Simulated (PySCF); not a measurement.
Peak assignment

Geometry:
```
atom   x (Å)   y (Å)   z (Å)
  C1   3.084   0.934   0.094
  C2   2.156  -0.103   0.695
  P3   0.479   0.054   0.387
  C4   0.111  -0.168  -1.370
  C5  -1.158  -0.444  -1.633
  C6  -2.139  -0.486  -0.481
  C7  -2.096   0.857   0.208
  C8  -0.927   1.265   0.671
  C9  -1.635  -1.523   0.502
 C10  -0.418  -1.379   1.006
 H11   3.174   1.848   0.687
 H12   2.751   1.212  -0.905
 H13   4.080   0.500   0.011
 H14   2.322  -0.258   1.764
 H15   0.907  -0.140  -2.095
 H16  -1.539  -0.648  -2.622
 H17  -3.145  -0.728  -0.827
 H18  -3.017   1.416   0.287
 H19  -0.768   2.202   1.183
 H20  -2.295  -2.342   0.744
 H21   0.065  -2.054   1.694
```

[PySCF: structure optimised with GFN2-xTB; GIAO PBE0/pcSseg-1 shieldings; relativity neglected; averaged over atoms made equivalent by symmetry, fast rotation or ring inversion; isolated molecule; one computed conformer]

Chemical shifts δ = σref − σ; ¹³C and ¹H vs TMS, all at this level.

Question: Assign these signals to the numbered atoms. ¹³C{¹H} NMR (computed): δ 157.9 (CH), 143.7 (CH), 51.4 (CH), 13.4 (CH3), 11.2 (CH).

Answer: 
157.9 → C5/C7/C9, alkene CH: as expected for a trigonal carbon in a double bond
143.7 → C4/C8/C10, alkene CH
51.4 → C6, allylic sp3 CH: aliphatic region, no heteroatom directly attached
13.4 → C1, methyl carbon: aliphatic region, no heteroatom directly attached
11.2 → C2, carbon double-bonded to a heavier main-group atom

Question: Assign these signals to the numbered atoms. ¹H NMR (600 MHz, computed): δ 7.61 (m, 3H), 6.90 (m, 3H), 4.46 (m, 1H), 1.93 (m, 3H), 1.11 (m, 1H).

Answer: 
| δ (ppm) | atoms | environment | reason |
| --- | --- | --- | --- |
| 7.61 | H16/H18/H20 | hydrogen on an alkene CH | attached to an sp2 carbon and in the plane of the double bond |
| 6.90 | H15/H19/H21 | hydrogen on an alkene CH | – |
| 4.46 | H17 | hydrogen on an allylic sp3 CH | – |
| 1.93 | H11/H12/H13 | hydrogen on a methyl carbon | – |
| 1.11 | H14 | hydrogen on a carbon double-bonded to a heavier main-group atom | – |

Splittings by ³¹P in the carbon and heteronuclear signals aren't shown, as no couplings were computed. Shifts are as computed. Against solution values, carbons near 30 ppm lie about +3 ppm off and those near 130 ppm about +5 ppm. Of 1211 compounds with measured shifts, 218 miss one by over three times the rms of a fit or turn the order of signals round; such compounds aren't used in these exercises. No couplings were computed; multiplicities are counted from neighbouring protons, with m where these are inequivalent, close in shift, in a saturated or five-membered ring or joined by F or P, and br s for small geminal =CH2 splittings.
